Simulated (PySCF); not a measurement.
## Ni: excitation energy

Ni [Ar] 3d8 4s2 (3F) → Ni [Ar] 3d8 4s1 4p1 (high-spin determinant), as a difference of total energies. All numbers are calculated (PySCF 2.14, the spin-free X2C one-electron Hamiltonian (Gaussian nucleus), in aug-cc-pwCVTZ-DK). Correlated levels: valence: [Ar] frozen; valence and next inner shell: [Ne] frozen; nothing frozen. The calculations carry no spin-orbit coupling.

| method | excitation energy (eV) |
| --- | --- |
| UHF | 2.124 |
| LDA | 3.720 |
| PBE | 3.492 |
| PBE0 | 3.228 |
| r2SCAN | 3.174 |
| TPSS | 3.297 |
| BLYP | 3.803 |
| MP2 (valence) | 3.169 |
| MP2 (valence and next inner shell) | 3.256 |
| SCS-MP2 (valence and next inner shell) | 3.400 |
| MP2 (all electrons) | 3.256 |
| SCS-MP2 (all electrons) | 3.400 |

Problem. Estimate what SCS-MP2 (valence) gives.

Solution. 3.369 eV, closest to SCS-MP2 (valence and next inner shell) among the rows shown.

Problem. Estimate what PW91 gives.

Solution. 3.488 eV, closest to PBE among the rows shown.

A first-order spin-orbit estimate (lowest level to lowest level, LS coupling) adds 0.019 eV.

The determinant of the upper state mixes LS terms, which raises its energy above the lowest term, most at the Hartree-Fock and MP2 levels.
